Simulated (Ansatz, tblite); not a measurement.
Forces on Si19OH26, a nanocrystal with a defect cut from the lattice of silicon (double-bonded O in place of two caps) at its PBE-D4/def2-SVP geometry. Total charge 0; singlet.

The xTB rows come from tblite. Single mean-field runs in def2-TZVP are fitted with def2-universal-jkfit.

GFN2-xTB (tblite), largest force 2.84 eV/Å:

```xyz
46
positions Å, forces eV/Å
Si    0.273    1.241   -3.782    0.079    0.336   -0.212
Si   -1.311   -2.137   -3.136   -0.238   -0.342   -0.088
Si    2.687    2.749   -1.137    0.021    0.316   -0.280
Si    0.966   -0.589   -0.500    0.122   -0.086   -0.146
Si    3.470    0.868    2.007    0.241   -0.065    0.350
Si   -0.093    2.433    1.595   -0.318    0.300    0.239
Si    1.792   -2.562    2.600    0.982   -2.171    0.487
Si   -2.482    0.959   -1.043   -0.423    0.225    0.129
Si   -1.747   -0.989    2.184   -0.430    0.125    0.251
Si   -0.469   -4.114    0.110   -0.226   -0.367   -0.149
Si    1.244    3.217   -2.940    0.240   -0.026   -0.210
Si   -0.681   -0.112   -2.107    0.016   -0.127   -0.651
Si   -2.023   -3.813   -1.636    0.134   -0.242   -0.198
Si   -1.824    2.928    0.074   -0.127    0.240   -0.027
Si    1.715    1.388    0.523    0.626    0.288   -0.041
Si    0.049   -2.048    1.102    0.283   -0.597    0.234
Si    2.923   -0.751    3.639    0.170   -0.266   -0.116
Si   -1.041    1.008    3.215   -0.077    0.090    0.271
Si   -3.426   -0.391    0.641   -0.263   -0.063    0.035
O     2.242   -4.054    2.756   -0.805    2.719   -0.212
H    -0.769    1.575   -4.821    0.467   -0.228    0.299
H     1.358    0.432   -4.450   -0.486    0.324    0.150
H    -0.092   -2.648   -3.866   -0.536    0.217    0.170
H    -2.383   -1.861   -4.161    0.515   -0.108    0.268
H     3.883    2.002   -1.675   -0.382    0.384    0.255
H     3.181    4.031   -0.514   -0.035   -0.539   -0.243
H     2.134   -1.276   -1.167   -0.352    0.219    0.227
H     4.596    0.296    1.180   -0.334    0.308    0.339
H     3.973    2.124    2.675   -0.067   -0.491   -0.327
H     0.391    3.702    2.255   -0.098   -0.415   -0.224
H    -3.534    1.291   -2.075    0.370   -0.128    0.293
H    -2.307   -1.932    3.222    0.209    0.244   -0.310
H     0.807   -4.672   -0.464   -0.539    0.123    0.274
H    -1.010   -5.059    1.149    0.318    0.282   -0.429
H     2.035    3.890   -4.038   -0.424   -0.091    0.437
H     0.165    4.170   -2.497    0.488   -0.293   -0.273
H    -2.191   -5.103   -2.404   -0.140    0.502    0.341
H    -3.367   -3.439   -1.065    0.479   -0.259   -0.298
H    -1.410    4.008   -0.891   -0.311   -0.350    0.478
H    -3.010    3.433    0.864    0.484   -0.040   -0.402
H     2.001   -0.148    4.668    0.444   -0.275   -0.232
H     4.162   -1.267    4.324   -0.525    0.276   -0.053
H    -0.065    0.721    4.326   -0.520    0.198   -0.320
H    -2.248    1.690    3.814    0.554   -0.276   -0.065
H    -4.097   -1.614    0.072    0.126    0.579    0.313
H    -4.468    0.422    1.375    0.288   -0.448   -0.333
```

r2SCAN-D4/def2-TZVP (Ansatz), largest force 1.45 eV/Å:

```
Si 0.027 -0.022 -0.203
Si -0.001 -0.066 -0.201
Si 0.192 0.081 -0.018
Si 0.119 -0.048 -0.057
Si 0.200 0.055 -0.016
Si 0.006 0.159 0.103
Si 0.369 -1.192 0.099
Si -0.170 0.065 -0.078
Si -0.107 -0.070 0.149
Si 0.038 -0.210 0.009
Si -0.002 0.219 -0.127
Si 0.023 -0.031 -0.072
Si -0.177 -0.160 -0.056
Si -0.131 0.215 0.000
Si 0.093 0.011 -0.017
Si 0.049 -0.103 0.027
Si 0.122 -0.045 0.258
Si -0.062 0.066 0.216
Si -0.244 -0.032 0.039
O -0.392 1.393 -0.118
H 0.214 -0.072 0.202
H -0.225 0.162 0.131
H -0.251 0.109 0.141
H 0.220 -0.059 0.197
H -0.238 0.154 0.114
H -0.088 -0.256 -0.129
H -0.203 0.119 0.117
H -0.229 0.125 0.173
H -0.095 -0.260 -0.131
H -0.088 -0.228 -0.118
H 0.187 -0.058 0.189
H 0.101 0.172 -0.188
H -0.260 0.117 0.124
H 0.115 0.186 -0.217
H -0.173 -0.144 0.238
H 0.256 -0.210 -0.116
H 0.031 0.278 0.161
H 0.303 -0.101 -0.136
H -0.111 -0.238 0.233
H 0.258 -0.103 -0.178
H 0.218 -0.148 -0.231
H -0.269 0.126 -0.139
H -0.233 0.075 -0.237
H 0.253 -0.143 -0.116
H 0.137 0.293 0.138
H 0.218 -0.182 -0.161
```

PBE0-D4/def2-TZVP (Ansatz), largest force 1.86 eV/Å:

```
Si 0.023 -0.030 -0.158
Si 0.009 -0.047 -0.162
Si 0.155 0.053 -0.008
Si 0.073 -0.028 -0.032
Si 0.160 0.036 -0.035
Si 0.003 0.108 0.073
Si 0.466 -1.510 0.103
Si -0.121 0.046 -0.051
Si -0.072 -0.049 0.111
Si 0.042 -0.173 0.009
Si -0.008 0.183 -0.099
Si 0.036 -0.027 -0.023
Si -0.153 -0.122 -0.043
Si -0.100 0.164 -0.001
Si 0.057 -0.014 -0.027
Si 0.041 -0.057 -0.003
Si 0.105 -0.027 0.229
Si -0.044 0.049 0.163
Si -0.184 -0.028 0.026
O -0.514 1.778 -0.151
H 0.213 -0.070 0.213
H -0.225 0.160 0.138
H -0.249 0.113 0.147
H 0.219 -0.056 0.208
H -0.243 0.150 0.116
H -0.099 -0.259 -0.128
H -0.218 0.129 0.128
H -0.234 0.123 0.169
H -0.109 -0.269 -0.127
H -0.092 -0.243 -0.125
H 0.199 -0.063 0.200
H 0.107 0.181 -0.199
H -0.264 0.127 0.122
H 0.109 0.199 -0.221
H -0.173 -0.150 0.241
H 0.242 -0.214 -0.101
H 0.037 0.282 0.163
H 0.298 -0.084 -0.127
H -0.095 -0.246 0.223
H 0.262 -0.110 -0.177
H 0.197 -0.150 -0.238
H -0.275 0.124 -0.149
H -0.218 0.067 -0.245
H 0.255 -0.146 -0.124
H 0.152 0.282 0.130
H 0.229 -0.182 -0.161
```
